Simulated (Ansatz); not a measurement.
Spectroscopic constants of ZrN, multiplicity 4 (not the ground state: that is measured with 2S+1 = 2). No spin–orbit coupling.

Seven points along R, fitted to fifth degree in 1/R; most abundant isotopes. In def2 and cc sets the state is the lowest found near the PBE0 minimum, followed along R.

Programs: Ansatz (a first-principles code) with Gaussian orbitals. Each number belongs to the level named beside it. In def2 rows elements past Kr take small-core potentials, without spin–orbit coupling.

```tsv
level	r_e (Å)	ω_e (cm⁻¹)	B_e (cm⁻¹)	α_e (cm⁻¹)	dipole (D)
PBE/def2-TZVPP	1.784	890	0.437	0.0021	3.27
PBE0/def2-TZVPP	1.766	933	0.446	0.0019	3.45
wB97X-V/def2-TZVPP	1.768	942	0.445	0.0018	3.52
```
